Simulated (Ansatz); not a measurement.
Consider the cleavage of the Si–Ga bond: `[SiH3][Ga]1[CH2][CH2]1` + `OBCl` → `[SiH3]OBCl` + `[CH2]1[CH2][GaH]1`.

Computed with Ansatz on PBE0-D4/def2-TZVP structures; ΔE is electronic, products minus reactants. CCSD(T)/CBS is the MP2 limit (def2-TZVPP, def2-QZVPP) plus CCSD(T) − MP2 in def2-TZVPP, frozen cores. This one scheme is used for every species. For Ga outer-core shells are correlated without core-valence functions, which leaves a few kJ/mol of doubt a bond. Scalar relativity is left out up to krypton. Each species was taken in one conformer, which may not be the lowest.

`[SiH3][Ga]1[CH2][CH2]1`:

Z-matrix (Å, degrees):
```
Si
Ga 1 2.539
H 1 1.497 2 110.8
H 1 1.495 2 121.2 3 126.5
H 1 1.495 2 106.3 3 -113.8
C 2 2.514 1 68.3 3 -73.7
C 2 2.242 1 101.3 3 -71.9
H 6 1.083 2 109.2 1 60.8
H 6 1.082 2 108.8 1 -67.3
H 7 1.085 2 101.8 1 117.4
H 7 1.085 2 102.2 1 -123.4
```

`OBCl`:

Cartesian coordinates in Å:
```
O 0.283 0.418 0.934
B 0.180 0.095 -0.362
Cl -1.024 -1.073 -0.916
H -0.346 -0.039 1.501
H 0.907 0.599 -1.157
```

`[SiH3]OBCl`:

Cartesian coordinates in Å:
```
Si -1.110 0.475 0.074
O 0.065 -0.463 -0.649
B 1.333 -0.732 -0.328
Cl 2.064 -0.031 1.124
H -0.657 1.885 0.132
H -2.307 0.351 -0.786
H -1.393 -0.038 1.435
H 2.005 -1.447 -1.004
```

`[CH2]1[CH2][GaH]1`:

Cartesian coordinates in Å:
```
C -0.844 -0.299 0.049
C 0.187 0.791 -0.378
Ga 0.991 -0.743 0.497
H -1.349 -0.821 -0.760
H -1.546 -0.014 0.829
H 0.120 1.742 0.144
H 0.310 0.940 -1.448
H 2.130 -1.597 1.068
```

```csv
level,ΔE (kJ/mol)
MP2/def2-TZVPP,-29.3
MP2/CBS(def2),-23.4
```

Q: What does CCSD(T)/CBS give? (Best estimate.)

A: Ansatz gave: -8.9 kJ/mol. The listed levels differ from it by -20.4, -14.5 kJ/mol.

Largest T1 diagnostic among the species: 0.016.

The D4 term adds +3.8 kJ/mol with B3LYP and +2.1 kJ/mol with PBE0; it sums over pairs of atoms, weighted by their polarisabilities, and B3LYP, whose exchange is more repulsive, gets the larger term. From PBE to PBE0 (25 % exact exchange), in def2-TZVPP and without D4, ΔE moves by −22.8 kJ/mol.

B3LYP here is the variant with VWN-RPA as its local correlation; programs differ in this.
